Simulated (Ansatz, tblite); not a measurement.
Isomers of GaO$_{3}$H$_{3}$ (singlet), found by a short tight-binding search and relaxed with PBE-D4/def2-SVP in Ansatz.

The xTB rows come from tblite. LC-ωPBE has ω = 0.4 bohr⁻¹. Correlated methods freeze 12 core orbitals; core or outer-core shells of Ga are correlated, in sets that lack core-valence functions.

A: It holds 1 O–O bond. C: It holds 1 O–O bond.

Other spin states weren't relaxed.

A:

Cartesian coordinates in Å:
```
Ga 0.858 -0.724 0.040
O -1.423 0.599 0.328
O 0.798 0.153 -1.522
O -0.565 -0.283 1.131
H 1.915 -1.754 0.520
H -0.023 0.689 -1.475
H -1.560 1.320 0.977
```

B:

```xyz
7

Ga   -0.116    0.160   -0.107
O    -0.057    1.532   -1.254
O    -1.728   -0.238    0.579
O     1.428   -0.698    0.262
H    -1.688   -0.992    1.195
H     0.857    1.666   -1.567
H     1.305   -1.430    0.893
```

C:

Cartesian coordinates in Å:
```
Ga 0.2089 -0.0332 -0.5129
O -0.3846 0.7385 1.4797
O -0.8734 1.3250 0.1764
O -0.7338 -1.4951 -0.9626
H 0.1996 1.4624 1.7965
H 1.7456 0.2108 -0.6754
H -0.1622 -2.2084 -1.3016
```

Estimate which lies lowest at each level, and how far above it the others are (kJ/mol).


| level | A | B | C |
| --- | --- | --- | --- |
| GFN1-xTB | 351.8 | 0.0 | 374.1 |
| GFN2-xTB | 308.6 | 0.0 | 315.6 |
| HF/def2-TZVPP | 412.0 | 0.0 | 426.1 |
| PBE-D4/def2-TZVP | 347.6 | 0.0 | 364.4 |
| r2SCAN-D4/def2-TZVP | 367.1 | 0.0 | 380.8 |
| PBE0-D4/def2-TZVP | 369.5 | 0.0 | 386.2 |
| LC-ωPBE/def2-TZVP | 376.8 | 0.0 | 395.2 |
| ωB97M-V/def2-TZVP | 369.9 | 0.0 | 385.6 |
| MP2/def2-TZVPP | 412.4 | 0.0 | 424.1 |
| CCSD/def2-TZVPP | 393.1 | 0.0 | 404.3 |
| CCSD(T)/def2-TZVPP | 386.5 | 0.0 | 396.0 |
Point groups (tolerance 0.1 Å): A not assigned, B Cs, C not assigned. Lower isomers may exist.
